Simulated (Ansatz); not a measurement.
Reaction (formal hydrolysis of a C–C bond): `CC(C)=N[SiH3]` + H₂O → `C/C(O)=N\[SiH3]` + CH₄

Isolated molecules relaxed with PBE0-D4/def2-TZVP in Ansatz; ΔE leaves out vibrations. CCSD(T)/CBS is the MP2 limit (def2-TZVPP, def2-QZVPP) plus CCSD(T) − MP2 in def2-TZVPP, frozen cores. This one scheme is used for every species. One conformer a species, not always the lowest.

```
          species  HF/CBS(def2) energy (Eh)
  `CC(C)=N[SiH3]`                -462.32748
              H₂O                 -76.06721
`C/C(O)=N\[SiH3]`                -498.19892
              CH₄                 -40.21695
```

(1) Work out ΔE.

Largest T1 diagnostic among the species: 0.013.

## Answers

(1) ΔE = (-498.19892) + (-40.21695) − (-462.32748) − (-76.06721) = -0.02118 Eh = -55.6 kJ/mol. CCSD(T)/CBS gives -38.0 kJ/mol.

In def2-TZVPP, CCSD(T) changes the Hartree–Fock value by +14.1 kJ/mol (the triples alone add +0.1 kJ/mol) and MP2 by +15.2 kJ/mol. The D4 term adds +5.5 kJ/mol with B3LYP and +3.1 kJ/mol with PBE0; it sums over pairs of atoms, weighted by their polarisabilities, and B3LYP, whose exchange is more repulsive, gets the larger term.

B3LYP here is the variant with VWN-RPA as its local correlation; programs differ in this.
